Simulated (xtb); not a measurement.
CeO$_{2}$, charge -1, doublet, at a GFN2-xTB geometry (such geometries of metal compounds can be far from the true shape) (GFN-xTB holds the 4f electrons in the core, so unpaired electrons go into valence orbitals and the state isn't the physical one) (the multiplicity is a formal guess), atoms displaced at random by about 0.05 Å a coordinate; GFN2-xTB run with xtb.

xtb was given this input:
```
$ xtb mol.xyz --gfn 2 --chrg -1 --uhf 1 --opt sloppy --json

# file mol.xyz
3

Ce    -0.15840529     0.07156617    -0.08119088
O      1.82753154    -0.00993412    -0.56971981
O     -0.81516038    -0.48446298     1.62082736
```

What the program printed (banner, timings and long lists left out):

```
   ID    Z sym.   atoms
    1   58 Ce     1
    2    8 O      2, 3

           -------------------------------------------------
          |                Calculation Setup                |
           -------------------------------------------------

           -------------------------------------------------
          |                 G F N 2 - x T B                 |
           -------------------------------------------------

          ...................................................
          :                      SETUP                      :
          :.................................................:
          :  # basis functions                  18          :
          :  # atomic orbitals                  17          :
          :  # shells                            7          :
          :  # electrons                        16          :
          :  max. iterations                   250          :
          :  Hamiltonian                  GFN2-xTB          :
          :  restarted?                      false          :
          :  GBSA solvation                  false          :
          :  PC potential                    false          :
          :  electronic temp.          300.0000000     K    :
          :  accuracy                    1.0000000          :
          :  -> integral cutoff          0.2500000E+02      :
          :  -> integral neglect         0.1000000E-07      :
          :  -> SCF convergence          0.1000000E-05 Eh   :
          :  -> wf. convergence          0.1000000E-03 e    :
          :  Broyden damping             0.4000000          :
          :  net charge                         -1          :
          :  unpaired electrons                  1          :
          ...................................................

 iter      E             dE          RMSdq      gap      omega  full diag
   1      2.8724760  0.287248E+01  0.700E+01    0.04       0.0  T
   2     -7.5622598 -0.104347E+02  0.359E+01   20.81       1.0  T
   3     -7.9244327 -0.362173E+00  0.300E+01   11.25       1.0  T
   4     -8.2246078 -0.300175E+00  0.288E+01    7.43       1.0  T
   5     -8.0585145  0.166093E+00  0.248E+01    9.59       1.0  T
   6      6.0309062  0.140894E+02  0.910E+01    0.27       1.0  T
   7      6.4703230  0.439417E+00  0.897E+01    0.17       1.0  T
   8      7.4091612  0.938838E+00  0.793E+01    0.03       1.0  T
   9      5.0494844 -0.235968E+01  0.872E+01    0.42       1.0  T
[...]
         :: total energy              -9.293811797453 Eh    ::
 * total energy  :    -9.2938118 Eh     change       -0.5834266E-10 Eh
 * total energy  :    -9.2950448 Eh     change       -0.1232972E-02 Eh
 * total energy  :    -9.2958072 Eh     change       -0.7624159E-03 Eh
 * total energy  :    -9.2959767 Eh     change       -0.1695232E-03 Eh
 * total energy  :    -9.2959792 Eh     change       -0.2498575E-05 Eh
   *** GEOMETRY OPTIMIZATION CONVERGED AFTER 5 ITERATIONS ***
         :: total energy              -9.295979207467 Eh    ::
[...]
        13                         -0.0422385              -1.1494
        14                         -0.0058770              -0.1599
        15                          0.1332987               3.6272
        16                          0.2778967               7.5620
        17                          0.4122522              11.2180
      -------------------------------------------------------------
                  HL-Gap            0.0478490 Eh            1.3020 eV
             Fermi-level           -0.1029324 Eh           -2.8009 eV

     #   Z          covCN         q      C6AA      α(0)
     1  58 Ce       1.354     0.521   505.315    48.761
     2   8 O        0.677    -0.760    30.531     7.402
     3   8 O        0.677    -0.760    30.529     7.402

 Mol. C6AA /au·bohr⁶  :       1083.767242
 Mol. C8AA /au·bohr⁸  :     159355.055472
 Mol. α(0) /au        :         63.565281

Wiberg/Mayer (AO) data.
largest (>0.10) Wiberg bond orders for each atom

 ---------------------------------------------------------------------------
     #   Z sym  total        # sym  WBO       # sym  WBO       # sym  WBO
 ---------------------------------------------------------------------------
     1  58 Ce   3.303 --     2 O    1.652     3 O    1.651
     2   8 O    1.950 --     1 Ce   1.652     3 O    0.298
     3   8 O    1.949 --     1 Ce   1.651     2 O    0.298
 ---------------------------------------------------------------------------

Topologies differ in total number of bonds
Writing topology from bond orders to xtbtopo.mol

molecular dipole:
                 x           y           z       tot (Debye)
 q only:       -1.588       0.833      -1.735
   full:       -1.763       0.928      -1.924       7.040
molecular quadrupole (traceless):
                xx          xy          yy          xz          yz          zz
 q only:       -6.361      -1.639       9.004       9.900       3.364      -2.642
  q+dip:       -6.560      -1.655       9.318      10.116       3.505      -2.758
   full:       -8.174      -1.700      11.716      11.807       4.643      -3.542

optimized geometry written to: xtbopt.xyz

           -------------------------------------------------
          | TOTAL ENERGY               -9.295979207467 Eh   |
          | GRADIENT NORM               0.000327295972 Eh/α |
          | HOMO-LUMO GAP               1.302038648141 eV   |
           -------------------------------------------------

normal termination of xtb
```
